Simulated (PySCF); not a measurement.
These 2 structures share the formula C6H4FOP. Method used: PySCF 2.14.0, PBE0-D3(BJ)/def2-SVP geometry optimisation, gas phase. Energies are electronic, without zero-point or thermal terms, for one conformer each. No frequencies were run at this level. Point groups hold within 0.08 Å.

Question: Rank from lowest to highest electronic energy at this level (kcal/mol).
A. `[O:1]=[CH:2][c:3]1[cH:4][cH:5][cH:6][p:7][c:8]1[F:9]` with O1–C2–C3–C4 0°
B. `[O:1]=[CH:2][c:3]1[cH:4][p:5][cH:6][cH:7][c:8]1[F:9]` with O1–C2–C3–C4 0°

Answer: B (0.0), A (2.9).

```tsv
SMILES	E (Eh)	E rel (kcal/mol)	dipole (D)	point group	A, B, C (MHz)
O=Cc1cpccc1F	-746.47160	0.0	2.96	Cs	2025, 1264, 778.2
O=Cc1cccpc1F	-746.46695	2.9	2.28	Cs	2307, 1220, 798.0
```

How do the relative energies change in single points at PBE0/pcSseg-1 (no added dispersion term) on the same geometries?

```tsv
SMILES	PBE0-D3(BJ)/def2-SVP (kcal/mol)	PBE0/pcSseg-1 (kcal/mol)	shift
O=Cc1cpccc1F	0.0	0.0	0.0
O=Cc1cccpc1F	2.9	2.5	-0.4
```

Each column counts from its own lowest isomer. The order is unchanged; the largest shift is 0.4 kcal/mol.
